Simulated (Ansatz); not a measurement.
One change: `CC(=O)OB(Cl)Cl` becomes `CC(=O)O[SiH2]Cl`.

Ansatz, PBE0-D4/def2-TZVP geometries, multiplicity 1. Each molecule was computed in one conformer, which needn't be the lowest.

```
                                                                                  property  `CC(=O)OB(Cl)Cl`
                                                        HOMO energy (PBE0/def2-TZVPP) / eV             -8.67
                                            zero-point energy (PBE0-D4/def2-TZVP) / kJ/mol             153.9
                                                       HOMO–LUMO gap (PBE/def2-TZVPP) / eV              4.78
ideal-gas entropy at 298 K and 1 bar (rigid rotor, harmonic PBE0-D4/def2-TZVP) / J/(mol·K)               384
                                                     LUMO energy (ωB97M-V/def2-TZVPP) / eV              1.03
                                                       HOMO energy (B3LYP/def2-TZVPP) / eV             -8.41
```

Question: Give the same properties after the change, and the shifts. (Estimate.)

Answer: Computed: 
```csv
property,`CC(=O)O[SiH2]Cl`,shift
HOMO energy (PBE0/def2-TZVPP) / eV,-8.51,0.16
zero-point energy (PBE0-D4/def2-TZVP) / kJ/mol,186.9,33.0
HOMO–LUMO gap (PBE/def2-TZVPP) / eV,5.39,0.61
"ideal-gas entropy at 298 K and 1 bar (rigid rotor, harmonic PBE0-D4/def2-TZVP) / J/(mol·K)",370,-14
LUMO energy (ωB97M-V/def2-TZVPP) / eV,1.97,0.94
HOMO energy (B3LYP/def2-TZVPP) / eV,-8.25,0.16
```

With PBE0 the HOMO rises by 0.16 eV and the LUMO rises by 0.87 eV, so the gap widens by about 0.71 eV. PBE moves the HOMO by 0.14 eV and ωB97M-V by 0.15 eV. The zero-point energy changes by 33.0 kJ/mol with +3 modes. Modes under 60 cm⁻¹, often nearly free rotors, make the harmonic entropy too high.

B3LYP here is the variant with VWN-RPA as its local correlation; programs differ in this.

Positive LUMOs are unbound, so they and the gaps depend on the basis.
